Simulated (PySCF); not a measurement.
C2H6OSSi, SMILES C([SiH2]SC)=O, GFN2-xTB optimised geometry. Atoms within 1.6 Å of the plane z = 1.0 Å (x, y, z in Å): C1 (2.24, -0.98, 0.03), S2 (0.43, -1.10, 0.01), Si3 (-0.08, 0.97, 0.00), C4 (-1.99, 0.97, 0.00), O5 (-2.63, 1.99, 0.00), H6 (2.56, -0.45, 0.92), H7 (2.63, -1.99, 0.04), H10 (0.44, 1.63, 1.20), H11 (-2.52, -0.01, 0.00).

Level of theory: CAM-B3LYP/def2-TZVP run with PySCF 2.14.0.

Map of the log10 of the electron density (e/bohr³), floored at −4 on the plane z = 1.0 Å:

```
|0000000000000000000000000000000|
|0000000000000000000000000000000|
|0000000000000000000000000000000|
|0000000000000000000000000000000|
|0000001111000000000000000000000|
|0000123333211112221100000000000|
|0001234444322233333210000000000|
|0012345665433345554321000000000|
|0013456766544566766432000000000|
|0023467776555678887542100000000|
|0013466777666679997643100000000|
|0012456777666789997643211000000|
|0002345677766778887543322100000|
|0001245666666677776544444320000|
|0001245666666667766555665431000|
|0001235565555667766567887542000|
|0000234554445667776668998643100|
|0000123443335678887778998643100|
|0000012332235678887778887643100|
|0000001111234678887767776542100|
|0000000001234567877666666532000|
|0000000000124566766555665432000|
|0000000000023455555444554421000|
|0000000000012334443333443320000|
|0000000000001223322222222110000|
|0000000000000011111000111000000|
|0000000000000000000000000000000|
|0000000000000000000000000000000|
|0000000000000000000000000000000|
|0000000000000000000000000000000|
|0000000000000000000000000000000|
```
Scale: ten equal steps from -4.00 (start of '0') to -0.632 (end of '9'), in the order '0123456789'; x runs from -5.00 to 5.00, y from -5.00 (bottom) to 5.00 (top).
